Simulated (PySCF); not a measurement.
## Al⁺ (aluminium, charge +1): MN15 calculation

Configuration: [Ne] 3s2, closed-shell 1S. All numbers are calculated (PySCF 2.14, no relativity, point nucleus, in pcseg-2).

- Total energy: -242.0661 hartree
- One-electron energy: -332.7098 hartree
- Hartree (Coulomb) energy: 108.8861 hartree
- Exchange-correlation energy: -18.2424 hartree
- Kinetic energy: 241.33145 hartree
- ⟨S²⟩: 0.0000
- ⟨L²⟩: 0.000
- Sum of ⟨r⟩: 9.940 bohr
- Sum of ⟨r²⟩: 17.26 bohr²
- Density at the nucleus (Gaussians lack the cusp): 1370 bohr⁻³
- Langevin diamagnetic susceptibility: -13.7 ×10⁻⁶ cm³/mol
- Time after the integrals: 0.3 s of wall time on 1 thread of Neoverse-V1 (shared host)

| shell | electrons | mean orbital energy (eV) | rms radius, mean of both spins (bohr) |
| --- | --- | --- | --- |
| 1s | 2 | -1514.0 | 0.140 |
| 2s | 2 | -119.55 | 0.696 |
| 2p | 6 | -83.730 | 0.678 |
| 3s | 2 | -16.085 | 2.60 |
